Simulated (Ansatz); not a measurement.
Cartesian coordinates in Å:
```
C 1.0264 -1.1252 -0.2862
S 0.5601 0.6052 -0.0112
Si -1.5532 0.3649 0.2737
O -2.0190 1.9265 0.5288
H 1.4821 -1.2204 -1.2705
H 0.1477 -1.7721 -0.2328
H 1.7413 -1.4283 0.4770
H -1.3854 2.6492 0.5212
```

Charge 0, multiplicity 1.

(1) List the ωB97M-V/def2-TZVPP orbital energies in eV (Ansatz 0.2.0). (Best estimate.)

## Answers

(1) Ansatz gave: Occupied: -2426.57, -1807.74, -526.47, -282.30, -220.56, -163.67, -163.56, -163.53, -148.61, -102.78, -102.71, -102.62, -31.10, -24.55, -20.63, -18.20, -15.36, -14.68, -14.26, -12.85, -12.26, -11.79, -9.49, -8.80. Lowest empty: 0.45, 1.50, 2.86, 3.45, 3.66, 4.37, 4.52, 4.92.
